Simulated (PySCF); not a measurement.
Species: (HBe-mu-Br)2.
Z-matrix (Å and degrees, PBE0-D3(BJ)/def2-SVP geometry), rows numbered from 1:
```
Be
H   1  1.3367
Br  1  2.1869  2  129.56
Be  3  2.1852  1   79.29  2   178.93
H   4  1.3366  3  129.75  1  -179.02
Br  4  2.1862  3  100.76  1     0.60
```

The closed-shell ground state was solved at several levels (PySCF, density fitting, gas phase). The calculation is non-relativistic and has no spin–orbit coupling, an omission that weighs most on bromine.

```tsv
level	basis functions	total energy (Eh)	HOMO (eV)	LUMO (eV)	gap (eV)	dipole (D)
PBE0/pcSseg-1	116	-5177.9172	-8.50	-1.01	7.49	0.05
wB97X-D/pcSseg-1	116	-5178.7010	-10.43	0.82	11.25	0.04
B3LYP/def2-SVPD	122	-5178.5551	-8.22	-1.23	6.99	0.05
```

What might B3LYP/pcJ-1 (pcSseg-1 on Br) (124 basis functions) give for the same quantities?

Total energy -5178.6579 Eh, HOMO -8.24 eV, LUMO -0.14 eV, gap 8.10 eV, dipole 0.05 D.

Over all these levels, which gives the widest orbital gap and which the narrowest?

wB97X-D/pcSseg-1 (range-separated hybrid) has the widest, 11.25 eV, and B3LYP/def2-SVPD (global hybrid, 20 % exact exchange) the narrowest, 6.99 eV. Functional and basis both differ between the two, so the spread mixes both effects.

How far do the dipole and the HOMO energy spread over the levels?

The dipole runs from 0.04 to 0.05 D (mean 0.05 D) and the HOMO from -10.43 to -8.22 eV.

One conformer stands for the species.

Note: wB97X-D ran without an empirical dispersion term, which enters the total energy and its gradient alone.
